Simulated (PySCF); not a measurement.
# [PbS3]4−: one run

[PbS3]4− (singlet). PySCF 2.14.0, RKS TPSS, Pb x2c-SVPall, S x2c-SVPall; spin-free X2C-1e, Gaussian nucleus; density fitting; C-PCM eps 78.36 (cavity of 1.2 × van der Waals radii, 2.4 Å on f atoms and on d metals without a tabulated radius); no spin-orbit coupling. Purpose: basis and core treatment x2c-SVP.

```python
mol = gto.M(atom='''
Pb     0.05305     0.69457    -0.00000
S     -1.12331    -0.47540     2.14098
S     -1.12331    -0.47540    -2.14098
S      2.55845    -0.32920     0.00000''',
    basis={'Pb': 'x2c-SVPall', 'S': 'x2c-SVPall'},
    nucmod='G',
    charge=-4, spin=0)
mf = dft.RKS(mol, xc='TPSS')
mf.grids.atom_grid = (99, 590)
mf = mf.density_fit()  # fitting sets: Pb AutoAux, S AutoAux
mf = mf.sfx2c1e()
mf = mf.PCM(); mf.with_solvent.method = 'C-PCM'  # radii 1.2 x van der Waals (1.2 x 2.0 A for f atoms and untabulated d metals)
mf.with_solvent.eps = 78.36
mf.conv_tol = 1e-08; mf.max_cycle = 55
mf.kernel(dm0)  # dm0: free metal ions and neutral atoms
mf.nuc_grad_method().kernel()
```

Run from Python with OMP_NUM_THREADS=2; the lines above give its settings. Where DIIS fails, smearing, a level shift and second-order steps follow.
It took 20 s on 2 threads of AMD EPYC 9R14 (Zen 4), with other jobs on the host.

Question: Where do the frontier levels lie, over both spins?

Answer: HOMO -1.87 eV, LUMO 1.08 eV. 

Question: What are the Mulliken charges and spins?

Answer: 
```tsv
atom	charge (e)	spin (e)
Pb1	-0.434	0.000
S2	-1.189	0.000
S3	-1.189	0.000
S4	-1.189	0.000
```

Question: What forces act on the atoms (eV/Å)?

Answer: 
```
Pb  -0.03  0.55  0.00
S    0.05 -0.19 -0.08
S    0.05 -0.19  0.08
S   -0.07 -0.17  0.00
```
Forces carry noise of the integration grid, about 0.01 to 0.03 eV/Å.
